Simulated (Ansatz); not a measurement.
Total energies of `[SiH3][N]1[CH2][AlH]1`.

Cartesian coordinates in Å:
```
Si -0.4469 0.7761 -1.2843
N 0.3242 -0.1051 -0.0415
C -0.3502 -0.4682 1.2845
Al 1.4430 -1.0028 0.9480
H -1.6700 0.0767 -1.7782
H -0.8821 2.1248 -0.8146
H 0.5018 0.9445 -2.4185
H -0.6096 0.3929 1.9033
H -1.2027 -1.1422 1.1814
H 2.8926 -1.5967 1.0200
```

The species carries charge 0 and has multiplicity 1. Geometry: relaxed with PBE0-D4/def2-TZVP. Basis def2-TZVPP, Ansatz.

RPA on PBE orbitals: Hartree–Fock energy of these orbitals -626.63552 Eh, correlation -1.01241 Eh (frozen core).

| functional | energy without D4 (Eh) | D4 term (kJ/mol) |
| --- | --- | --- |
| LDA (SPW92) | -625.35436 | – |
| PBE | -627.99804 | -20.7 |
| revPBE | -628.26880 | -60.8 |
| B97M-V | -628.27824 | – |
| PBE0 | -628.05970 | -17.5 |
| B3LYP | -628.46532 | -33.6 |
| r2SCANh | -628.29544 | -5.3 |
| HSE06 (plane-wave form) | -628.04161 | -16.4 |
| BHLYP | -628.35837 | -26.9 |
| CAM-B3LYP | -628.37790 | -17.8 |
| LC-ωPBE | -628.17705 | – |
| ωB97X-V | -628.30019 | – |
| ωB97M-V | -628.32935 | – |
| B2PLYP | -628.09609 | – |

(1) Give the same for BLYP, r2SCAN, r2SCAN0, PBE-QIDH. (An estimate is asked.)

B3LYP takes the VWN-RPA correlation (the form of Gaussian; ORCA's B3LYP/G). HSE06 is the plane-wave form, built on full-range PBE exchange. The double hybrids freeze the cores in their second-order part.

Answers

(1) Ansatz gave: 
| functional | energy without D4 (Eh) | D4 term (kJ/mol) |
| --- | --- | --- |
| BLYP | -628.37329 | -45.3 |
| r2SCAN | -628.30399 | -4.9 |
| r2SCAN0 | -628.28360 | -5.9 |
| PBE-QIDH | -627.87385 | – |

LC-ωPBE has ω = 0.4 bohr⁻¹.
